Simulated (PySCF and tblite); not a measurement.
Results of a calculation; reference values are marked as such.
C4H9Br, numbered as in [CH3:1][CH2:2][CH2:3][CH2:4][Br:5].

Level: B3LYP-D3(BJ)/def2-SVP (IEF-PCM, chloroform)//GFN2-xTB, thermal terms from GFN2-xTB, symmetry numbers and mirror pairs counted. Conformers within 3 kcal/mol (GFN2-xTB free energy) were kept, 10 at most. Couplings: B3LYP/6-31G* with pcJ-1 on H (gas phase; spin-dipole term only for pairs with B, N, F, Si or P). Couplings are for ¹H; a prime marks the second kind of pair between the same two sets of atoms. H–H couplings come out 0.1 to 0.9 Hz lower than with pcJ-1 on all atoms. Codes: tblite and PySCF.

Torsions listed: C1–C2–C3–C4, C2–C3–C4–Br5. Of a mirror pair one member is shown.

| conformer | shape | weight % |
| --- | --- | --- |
| 1 | 179°, 66° | 40.0 |
| 2 | -65°, -63° | 28.9 |
| 3 | 180°, 180° | 18.3 |
| 4 | 66°, 176° | 12.1 |
| 5 | 66°, -86° | 0.7 |

Problem. Give the couplings in each conformer and the averages at 298.15 K (pairs that fast motion interchanges averaged).

Solution. 
| coupling | pairs | 1 | 2 | 3 | 4 | 5 | average (Hz) |
| --- | --- | --- | --- | --- | --- | --- | --- |
| ²J(H1,H1) | 3 | -13.7 | -13.8 | -13.8 | -13.9 | -13.8 | -13.7 |
| ³J(H1,H2) | 6 | 7.6 | 7.7 | 7.4 | 7.6 | 7.8 | 7.6 |
| ²J(H2,H2) | 1 | -12.9 | -14.4 | -12.7 | -14.2 | -13.9 | -13.4 |
| ³J(H2,H3) | 2 | 12.6 | 2.9 | 13.2 | 2.9 | 3.5 | 8.7 |
| ³J(H2,H3′) | 2 | 4.2 | 8.7 | 4.1 | 9.3 | 8.7 | 6.1 |
| ²J(H3,H3) | 1 | -14.5 | -14.9 | -12.8 | -13.4 | -16.2 | -14.2 |
| ³J(H3,H4) | 2 | 2.9 | 3.6 | 13.6 | 13.9 | 1.0 | 6.4 |
| ³J(H3,H4′) | 2 | 8.7 | 8.9 | 5.2 | 5.2 | 9.3 | 7.7 |
| ²J(H4,H4) | 1 | -10.3 | -10.6 | -9.8 | -9.5 | -10.9 | -10.2 |

Spin–orbit effects of the heavy atoms on shieldings are missing.
